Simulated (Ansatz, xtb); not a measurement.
# Relative energy of two isomers of C3H4BrN3

Structure X is `Cn1cnnc1Br`, a singlet and structure Y is `Cn1cnc(Br)n1`, a singlet. Both are isolated molecules in the gas phase, relaxed with B3LYP-D3(BJ)/def2-SVP.

X (Å):

```
atom    x (Å)    y (Å)    z (Å)
   C   0.6412   1.0928  -0.1425
   C   1.0562   0.5421   2.3041
   C   1.8671  -0.8713   0.9036
  Br   2.3120  -1.6920  -0.7179
   N   1.1577   0.3023   0.9573
   N   1.6501  -0.4006   2.9915
   N   2.1691  -1.3051   2.0969
   H  -0.0753   0.5080  -0.7379
   H   0.1318   1.9746   0.2668
   H   1.4590   1.4232  -0.7996
   H   0.5432   1.4103   2.7161
```

Y (Å):

```xyz
11

C     1.2403    1.5965   -0.1388
C     0.1133   -0.0435    1.4309
C     1.7930   -1.2149    1.8200
Br    2.8896   -2.5663    2.5170
N     1.1700    0.4536    0.7457
N     0.4788   -1.1068    2.1250
N     2.2647   -0.2976    0.9899
H     1.5448    1.2768   -1.1459
H     1.9720    2.3234    0.2422
H     0.2495    2.0670   -0.1886
H    -0.8830    0.3965    1.3923
```

Which of the two would you expect CCSD(T)/def2-SVP + ΔMP2/def2-TZVPP electronic energies to favour?

Structure Y; the calculation gives E(Y) − E(X) = −0.336 eV.

The same difference at several levels:

```json
{"level": "GFN2-xTB", "geometry": "GFN2-xTB", "E(Y) − E(X) (eV)": "−0.206", "departure from the last row (eV)": "+0.130", "job, with rough time for the two": "optimisation, 0.1 s"}
{"level": "HF/STO-3G", "geometry": "GFN2-xTB", "E(Y) − E(X) (eV)": "−0.252", "departure from the last row (eV)": "+0.084", "job, with rough time for the two": "single point, 0.4 s"}
{"level": "r2SCAN-D4/def2-SVP", "geometry": "GFN2-xTB", "E(Y) − E(X) (eV)": "−0.420", "departure from the last row (eV)": "−0.084", "job, with rough time for the two": "single point, 3.4 s"}
{"level": "B3LYP-D3(BJ)/def2-SVP", "geometry": "B3LYP-D3(BJ)/def2-SVP", "E(Y) − E(X) (eV)": "−0.372", "departure from the last row (eV)": "−0.037", "job, with rough time for the two": "optimisation, 27 s"}
{"level": "HF/def2-SVP", "geometry": "B3LYP-D3(BJ)/def2-SVP", "E(Y) − E(X) (eV)": "−0.445", "departure from the last row (eV)": "−0.109", "job, with rough time for the two": "part of the CCSD(T) run"}
{"level": "MP2/def2-SVP", "geometry": "B3LYP-D3(BJ)/def2-SVP", "E(Y) − E(X) (eV)": "−0.425", "departure from the last row (eV)": "−0.089", "job, with rough time for the two": "part of the CCSD(T) run"}
{"level": "CCSD(T)/def2-SVP", "geometry": "B3LYP-D3(BJ)/def2-SVP", "E(Y) − E(X) (eV)": "−0.395", "departure from the last row (eV)": "−0.059", "job, with rough time for the two": "single point"}
{"level": "CCSD(T)/def2-SVP + ΔMP2/def2-TZVPP", "geometry": "B3LYP-D3(BJ)/def2-SVP", "E(Y) − E(X) (eV)": "−0.336", "departure from the last row (eV)": "", "job, with rough time for the two": "single point, 69 s"}
```

As drawn, both hold the same kinds of bond in the same numbers.

The levels shown agree on the order. The largest departure from CCSD(T)/def2-SVP + ΔMP2/def2-TZVPP is that of GFN2-xTB, 0.130 eV. The last row adds to CCSD(T) the change of the MP2 difference between the two basis sets, here +0.059 eV.

With thermal terms from frequencies at re-optimised GFN2-xTB minima (ideal gas, soft modes damped towards free rotors, one conformer each, 298.15 K, 1 atm): the zero-point term adds +0.003 eV; ΔH is −0.330 and ΔG −0.347 eV.

The correlated steps freeze 15 core orbitals; the filled d shell of Br is correlated, in a basis made for valence electrons. Codes used: Ansatz 0.2.0, xtb 6.7.1; the last row on 4 threads of Arm Neoverse V2 on a shared host.
